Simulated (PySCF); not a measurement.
InF₂, SMILES [F][In+][F], charge +1. Geometry: r2SCAN-D4/def2-TZVP. The multiplicity is an assumed one; other spin states were not compared. The isomer is the one that the SMILES or the coordinates give; other isomers of the formula were not compared. The def2 effective core potentials stand for the cores of In; spin–orbit coupling is left out.

Method: PySCF 2.14.0 with r2SCAN-D4/def2-TZVP.

Harmonic wavenumbers (cm⁻¹): 146, 146, 651, 778. Rotational constants (GHz): 3.904 (linear); symmetry number 2.

Question: Work out the zero-point energy and the ideal-gas rigid-rotor harmonic-oscillator thermochemistry at 298.15 K and 1 atm.

Answer: ZPE = ½ Σ hcν = ½ × 1721 cm⁻¹ = 10.29 kJ/mol. H − E(el) = 22.96 kJ/mol. Entropy in J/(mol K): translation 171.47, rotation 63.85, vibration 25.28, total 260.60. G − E(el) = -54.74 kJ/mol. Cp = 51.81 J/(mol K). Modes under 150 cm⁻¹ make the vibrational entropy uncertain.
